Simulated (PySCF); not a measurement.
B (boron, neutral) across methods

[He] 2s1 2p2, high-spin 4P determinant (an excited configuration). Calculation: PySCF 2.14, in aug-cc-pwCVQZ; no relativity, point nucleus.

```
method  E (hartree)  mean ε 1s β (eV)  mean ε 2s α (eV)  mean ε 2p α (eV)  Σ⟨r²⟩ (bohr²)   ⟨S²⟩
   PBE     -24.4917           -179.66           -10.701            -4.838          16.40  3.750
 TPSSh     -24.5372           -184.41           -11.605            -5.366          16.12  3.750
  PBE0     -24.5013           -186.89           -12.482            -6.109          16.09  3.750
   LDA     -24.2351           -177.76           -10.614            -4.842          16.54  3.750
 M06-L     -24.5319           -183.02           -11.062            -4.862          15.75  3.750
r2SCAN     -24.5301           -182.67           -11.293            -5.130          16.00  3.750
   UHF    -24.45250           -207.95           -17.525            -9.698          15.72  3.750
   M06     -24.5142           -187.36           -11.942            -5.723          16.40  3.750
```
